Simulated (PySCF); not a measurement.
Cl3FTi, multiplicity 1. Atoms are numbered in the order given.

```xyz
5

F      0.0000     0.0000     1.9647
Ti     0.0000     0.0000     0.2519
Cl    -1.7603    -1.0163    -0.4554
Cl     1.7603    -1.0163    -0.4554
Cl     0.0000     2.0326    -0.4554
```

Coordinates come from a ωB97X-D3(BJ)/def2-SVP optimisation. The multiplicity is an assumed one; other spin states were not compared.

Calculation: M06-2X/def2-TZVP (PySCF).

Gas-phase values at a fixed geometry.

Computed frontier levels, gap, dipole moment and polarisability:
The highest occupied level is -10.97 eV, the lowest empty level is -2.48 eV and the orbital gap is 8.48 eV. The dipole moment is 0.32 D, the quadrupole, principal values (traceless, Buckingham form, about the centre of nuclear charge) is -1.86, 0.93, 0.93 D·Å and the mean static polarisability is 69.0 bohr³ (10.23 Å³). The polarisability, principal values is 54.0, 76.6, 76.6 bohr³.
